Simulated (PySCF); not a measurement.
```xyz
4
charge 0 multiplicity 2, angstrom
N    -0.1337    0.0000    0.0000
Sr    2.1066    0.0000    0.0000
Sr   -1.0424    2.0697    0.0000
Sr   -1.0424   -2.0697    0.0000
```

Method: UPBE0 in PySCF with N def2-SVP, Sr def2-SVP with ECP28; scalar-relativistic core potentials, no spin–orbit coupling; density-fitted integrals.

This geometry of Sr₃N is a stationary point at this level.

Problem. What is the point group?

Solution. C2v.

Problem. Is it a minimum?

Solution. Yes: all harmonic wavenumbers are real, though the softest, 38 cm⁻¹, leaves little margin.

Problem. What are the dipole moment and the gap between the highest occupied and lowest empty levels of either spin?

Solution. 0.35 D and 1.26 eV.

Problem. Give the atomic charges and bond orders.

Solution. 
| atom | Mulliken | Löwdin | polar tensor | spin (Mulliken) | Mayer order to N1 |
| --- | --- | --- | --- | --- | --- |
| N1 | -0.73 | -0.49 | 0.95 | 0.07 | – |
| Sr2 | 0.37 | 0.17 | 0.03 | -0.17 | 1.00 |
| Sr3,4 | 0.18 | 0.16 | -0.49 | 0.55 | 1.04 |
Other Mayer orders above 0.3: Sr–Sr 0.50 (×2), Sr–Sr 0.55.

The determinant is spin-contaminated (⟨S²⟩ = 0.98, pure value 0.75). This need not be the most stable arrangement of these atoms.
